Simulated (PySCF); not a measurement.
In(H)(Cl)(Et) (C2H6ClIn), SMILES C[CH2][InH][Cl].

Geometry: B3LYP-D3(BJ)/def2-SVP. The structure was generated by enumeration; whether it is a known compound was not checked. The def2 effective core potentials stand for the cores of In; spin–orbit coupling is left out. The values are those of a single conformer.

Computed with B3LYP-D3(BJ)/def2-SVP (PySCF).

Frequencies are harmonic and unscaled.

Give all harmonic wavenumbers and intensities. (The exact figures need the calculation; the answer reports its results.)


```
mode  ν (cm⁻¹)  IR (km/mol)  Raman (Å⁴/amu)  depolarisation  moving atoms (share of kinetic energy)
----  --------  -----------  --------------  --------------  --------------------------------------
1           15          0.9             0.2            0.75                 H 45 %, C 39 %, Cl 11 %
2           73          3.4             2.0            0.75        Cl 37 %, C 26 %, In 25 %, H 13 %
3          214          1.0             0.5            0.75                                  H 93 %
4          226          1.7             6.4            0.36                          C 65 %, H 24 %
5          342         63.3             9.5            0.22                        Cl 74 %, In 25 %
6          356         29.3             6.4            0.75                                  H 95 %
7          454         56.9            15.0            0.11                 H 45 %, C 44 %, In 11 %
8          518         60.2            39.1            0.53                          H 73 %, C 25 %
9          638         28.8             1.0            0.75                          H 82 %, C 17 %
10         941          2.5             0.0               –                           H 92 %, C 8 %
11         966          5.0             2.0            0.41                          H 78 %, C 22 %
12        1042         10.1             9.2            0.71                          C 70 %, H 30 %
13        1191         28.2            50.2            0.25                          H 68 %, C 32 %
14        1239          1.6             1.4            0.75                          H 77 %, C 23 %
15        1400          7.2            12.3            0.58                          H 83 %, C 17 %
16        1437          0.7             6.7            0.73                          H 89 %, C 11 %
17        1471          1.2            17.4            0.72                                  H 96 %
18        1478          7.0            22.1            0.75                                  H 97 %
19        1774        218.4           306.8            0.21                                  H 99 %
20        3015         42.3           208.4            0.08                                  H 97 %
21        3049          6.7           123.2            0.13                                  H 95 %
22        3085         20.7           137.3            0.64                           H 91 %, C 9 %
23        3092          1.9           129.1            0.75                           H 91 %, C 9 %
24        3110         24.8            19.0            0.75                           H 91 %, C 9 %
```
